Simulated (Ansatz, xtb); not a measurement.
## Two structures of ClH2SbSi2

Structure X is a singlet given by its coordinates and structure Y is a singlet given by its coordinates. Both are isolated molecules in the gas phase, relaxed with BLYP-D3(BJ)/def2-SVP.

X (Å):

```xyz
6

Cl    0.9320    1.7472    1.0558
Sb   -1.0702   -1.5035    0.5788
Si   -1.6591    0.8467    1.1960
Si    1.2341   -0.3726    0.5338
H     1.9246   -0.2975   -0.7960
H     2.2316   -0.8322    1.5557
```

Close contacts (Å): Cl1–Si3 2.75, Cl1–Si4 2.20, Sb2–Si3 2.50, Sb2–Si4 2.57, Si4–H5 1.50, Si4–H6 1.50.

Y (Å):

```csv
atom,x (Å),y (Å),z (Å)
Cl,-0.9365,1.0840,2.2284
Sb,2.7703,1.3493,-2.0059
Si,0.0998,-0.4898,1.3126
Si,1.4739,0.3735,-0.3857
H,-0.8865,-1.4478,0.7200
H,0.9451,-1.1822,2.3361
```

Close contacts (Å): Cl1–Si3 2.10, Sb2–Si4 2.29, Si3–Si4 2.35, Si3–H5 1.50, Si3–H6 1.50.

Task: Estimate which is lower in electronic energy at CCSD(T)/def2-SVP + ΔMP2/def2-TZVPP, and by roughly how much.

Result: The CCSD(T)/def2-SVP + ΔMP2/def2-TZVPP calculation puts structure Y lower, by 5.38 kJ/mol.

Level by level:

```json
{"level": "GFN2-xTB", "geometry": "GFN2-xTB", "E(Y) − E(X) (kJ/mol)": "−17.85", "departure from the last row (kJ/mol)": "−12.47", "job, with rough time for the two": "optimisation, 1.2 s"}
{"level": "HF/STO-3G", "geometry": "GFN2-xTB", "E(Y) − E(X) (kJ/mol)": "+119.98", "departure from the last row (kJ/mol)": "+125.36", "job, with rough time for the two": "single point, 5.4 s"}
{"level": "r2SCAN-D4/def2-SVP", "geometry": "GFN2-xTB", "E(Y) − E(X) (kJ/mol)": "−10.50", "departure from the last row (kJ/mol)": "−5.12", "job, with rough time for the two": "single point, 12 s"}
{"level": "BLYP-D3(BJ)/def2-SVP", "geometry": "BLYP-D3(BJ)/def2-SVP", "E(Y) − E(X) (kJ/mol)": "+13.17", "departure from the last row (kJ/mol)": "+18.55", "job, with rough time for the two": "optimisation, 59 s"}
{"level": "HF/def2-SVP", "geometry": "BLYP-D3(BJ)/def2-SVP", "E(Y) − E(X) (kJ/mol)": "+11.00", "departure from the last row (kJ/mol)": "+16.38", "job, with rough time for the two": "part of the CCSD(T) run"}
{"level": "MP2/def2-SVP", "geometry": "BLYP-D3(BJ)/def2-SVP", "E(Y) − E(X) (kJ/mol)": "−31.96", "departure from the last row (kJ/mol)": "−26.58", "job, with rough time for the two": "part of the CCSD(T) run"}
{"level": "CCSD(T)/def2-SVP", "geometry": "BLYP-D3(BJ)/def2-SVP", "E(Y) − E(X) (kJ/mol)": "−16.80", "departure from the last row (kJ/mol)": "−11.41", "job, with rough time for the two": "single point"}
{"level": "CCSD(T)/def2-SVP + ΔMP2/def2-TZVPP", "geometry": "BLYP-D3(BJ)/def2-SVP", "E(Y) − E(X) (kJ/mol)": "−5.38", "departure from the last row (kJ/mol)": "", "job, with rough time for the two": "single point, 93 s"}
```

HF/STO-3G, BLYP-D3(BJ)/def2-SVP, HF/def2-SVP put the two in the other order. The largest departure from CCSD(T)/def2-SVP + ΔMP2/def2-TZVPP is that of HF/STO-3G, 125.36 kJ/mol. The last row adds to CCSD(T) the change of the MP2 difference between the two basis sets, here +11.41 kJ/mol.

With harmonic frequencies from BLYP-D3(BJ)/def2-SVP (ideal gas, rigid rotor, one conformer each, 298.15 K, 1 atm): on the last row, ΔE + ΔZPE = −3.89 kJ/mol. A mode under 50 cm⁻¹ makes harmonic enthalpies and free energies unreliable, so none is given.

The correlated steps freeze 19 core orbitals; the filled d shell of Sb is correlated, in a basis made for valence electrons. Atoms past krypton carry core potentials in the def2 sets, other sets are all-electron and non-relativistic, and no spin–orbit term is included. Run with Ansatz 0.2.0, xtb 6.7.1; the last row on 1 thread of AMD EPYC (Zen 3) on a shared host.
